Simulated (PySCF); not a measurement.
Structure with atom numbers: `[N:1]#[C:2][SiH2:3][CH:4]1[CH2:5][CH2:6]1` (H(Xn): hydrogen on atom n). Ha(C5), Ha(C6) are cis to Si3 on the ring; Hb(C5), Hb(C6) are trans to Si3 on the ring.

Theoretical values (PySCF): coordinates at the PBE0-D3(BJ)/def2-TZVP level, B97-2/pcSseg-2 with gauge-including orbitals. Rapidly exchanging positions averaged, non-relativistic Hamiltonian, isolated molecule, a single conformation.

Problem. Predict the 2D correlation tables (HSQC, COSY, HMBC).

Solution. 

HSQC (one-bond C–H):
```tsv
δH	δC
0.77 (Hb(C5)/Hb(C6))	4.5 (C5/C6)
0.71 (Ha(C5)/Ha(C6))	4.5 (C5/C6)
-0.46 (H(C4))	-10.4 (C4)
```

COSY cross peaks (H two or three bonds apart, from the bond graph; peaks can be absent where the dihedral angle is near 90°):
```tsv
δH	δH
4.60 (H(Si3))	-0.46 (H(C4))
0.77 (Hb(C5)/Hb(C6))	0.71 (Ha(C5)/Ha(C6))
0.77 (Hb(C5)/Hb(C6))	-0.46 (H(C4))
0.71 (Ha(C5)/Ha(C6))	-0.46 (H(C4))
```

HMBC (two and three bonds, from the bond graph):
```tsv
δH	δC
4.60 (H(Si3))	124.6 (C2), 4.5 (C5/C6), -10.4 (C4)
0.77 (Hb(C5)/Hb(C6))	4.5 (C5/C6), -10.4 (C4)
0.71 (Ha(C5)/Ha(C6))	4.5 (C5/C6), -10.4 (C4)
-0.46 (H(C4))	124.6 (C2), 4.5 (C5/C6)
```

Chemical shifts δ = σref − σ; 1H, 13C against TMS, all at this level.

Shifts are as computed. Against solution values, carbons near 30 ppm lie about +3 ppm off and those near 130 ppm about +7 ppm. Of 1211 compounds with measured shifts, 218 miss one by over three times the rms of a fit or turn the order of signals round; such compounds aren't used in these exercises.
